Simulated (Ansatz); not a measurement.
`CC[SiH](F)S` → `CC` + `F[Si]S` at 400 K and 1 bar (silylene formation by 1,1-elimination).

Program: Ansatz. Geometries: PBE0-D4/def2-TZVP. ΔE: electronic, gas phase. CBS: MP2 limit from def2 TZ/QZ plus the TZ coupled-cluster correction, frozen cores. This one scheme is used for every species. One conformer a species, not always the lowest.

| species | CCSD(T)/CBS energy (Eh) | H − E (kJ/mol) | S (J/(mol·K)) |
| --- | --- | --- | --- |
| `CC[SiH](F)S` | -867.07645 | 265.0 | 400.5 |
| `CC` | -79.71954 | 213.5 | 244.3 |
| `F[Si]S` | -787.30018 | 51.1 | 300.8 |

H − E and S are ideal-gas, rigid-rotor, harmonic terms from PBE0-D4/def2-TZVP, for one conformer and one mirror image of each species. 1 Eh = 2625.50 kJ/mol, R = 8.31446 J/(mol·K).

Problem. By hand: ΔE, ΔH, ΔS and ΔG.

Solution. ΔE = (-79.71954) + (-787.30018) − (-867.07645) = 0.05673 Eh = 148.9 kJ/mol. Δ(H − E) = 213.5 + 51.1 − 265.0 = -0.4, so ΔH = 148.5 kJ/mol. ΔS = 244.3 + 300.8 − 400.5 = 144.6 J/(mol·K). ΔG = 148.5 − 400 × (144.6)/1000 = 90.7 kJ/mol.

Problem. By hand: the equilibrium constant, and the temperature at which ΔG would vanish if ΔH and ΔS stayed fixed.

Solution. log₁₀ K = −ΔG/(RT ln 10) = -11.8. ΔG = 0 at ΔH/ΔS = 1027 K.

The number of gas molecules changes by +1, which sets the sign of ΔS. A doubt of 5 kJ/mol in ΔE shifts log₁₀ K by 0.7 here. Other conformers and mirror images would add mixing entropy, several J/(mol·K) or more a flexible species. These are equilibria of isolated gas molecules and say nothing of rates. Largest T1 diagnostic: 0.015 (customary marks: 0.02 for closed shells, 0.045 for open ones).
